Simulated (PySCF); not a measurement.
Mapped SMILES: `[NH3+:1][AlH2-:2][S:3][C:4]([F:5])([F:6])[F:7]`. Hydrogens are named by the atom that carries them.

Geometry: PBE0-D3(BJ)/def2-SVP; GIAO shifts from PySCF 2.14.0 with density-fitted response routines, gas phase, non-relativistic, averaged over equivalent atoms.

At LDA/pcSseg-1 (158 basis functions, 19 s wall time on 1 thread of an Intel Xeon Platinum 8375C, shared host):
| atoms | δ (ppm) |
| --- | --- |
| N1 | 37.3 |
| Al2 | 73.3 |
| S3 | -9.3 |
| C4 | 151.8 |
| F5/F6/F7 | -41.2 |
| H(Al2) | 4.86 |
| H(N1) | 1.82 |

Shifts are taken against calculated references (same method and geometry level): $^{15}$N (σ = 271.91 ppm) vs NH3; $^{27}$Al (σ = 471.83 ppm) vs AlH4-; $^{33}$S (σ = 480.15 ppm) against CS2; TMS for $^{13}$C (σ = 180.72 ppm) and $^{1}$H (σ = 30.83 ppm); CFCl3 for $^{19}$F (σ = 139.25 ppm).

Problem. What do these become at PBE0/cc-pVTZ?

Solution. 
```json
{"atoms": "N1", "δ at PBE0/cc-pVTZ": "30.0", "change": "-7.3"}
{"atoms": "Al2", "δ at PBE0/cc-pVTZ": "55.2", "change": "-18.1"}
{"atoms": "S3", "δ at PBE0/cc-pVTZ": "-31.0", "change": "-21.7"}
{"atoms": "C4", "δ at PBE0/cc-pVTZ": "143.0", "change": "-8.8"}
{"atoms": "F5/F6/F7", "δ at PBE0/cc-pVTZ": "-26.7", "change": "+14.5"}
{"atoms": "H(Al2)", "δ at PBE0/cc-pVTZ": "4.48", "change": "-0.38"}
{"atoms": "H(N1)", "δ at PBE0/cc-pVTZ": "1.96", "change": "+0.14"}
```

Scale: $^{15}$N (σref 266.77) vs NH3; $^{27}$Al (σref 492.66) against AlH4-; $^{33}$S (σref 524.82) against CS2; $^{13}$C (σref 187.29), $^{1}$H (σref 31.29) against TMS; $^{19}$F (σref 182.60) vs CFCl3 (reference shieldings calculated alike).

The largest change is at S3 (sulfur bonded to C, Al). Cost: 288 basis functions, 52 s wall time on 1 thread of an Intel Xeon Platinum 8375C, shared host.

Unscaled 19F shifts against computed CFCl3 carry errors that often reach 10 to 50 ppm. Experimental scales use liquid or dissolved standards, which lie at an offset from isolated NH3 (liquid NH3: subtract about 20 ppm).
